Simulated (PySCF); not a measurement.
Molecule: 2-methyl-1-fluorobenzene, C$_{7}$H$_{7}$F.

Atoms are numbered as in `[CH3:1][c:2]1[cH:3][cH:4][cH:5][cH:6][c:7]1[F:8]`; H(Xn) means a hydrogen on atom n.

Geometry PBE0-D3(BJ)/def2-SVP throughout; GIAO in PySCF 2.14.0 with density-fitted response routines, gas phase, one conformer, non-relativistic; equivalent atoms averaged; functional PBE0.

For orientation, pcSseg-1 gives these shifts δ (against TMS, CFCl3 at the same level): C7 169.1, C5 133.0, C2 130.3, C6 119.8, F8 -113.4, H(C5) 7.29, H(C3) 7.29, H(C6) 7.09, H(C1) 2.33 ppm.

A run gave: C7 154.8, C5 121.7, C2 119.5, C6 109.9, F8 -106.5, H(C5) 7.14, H(C3) 7.12, H(C6) 6.73, H(C1) 2.18 ppm (shifts δ (against TMS, CFCl3 at the same level)).

Which basis set was used in that run?
A. STO-3G
B. def2-SVP
C. 6-31G*
D. pcSseg-0

Answers

C. C7 tells them apart best: 6-31G* gives 154.8, pcSseg-0 gives 177.9, def2-SVP gives 160.8, STO-3G gives 128.2 ppm.
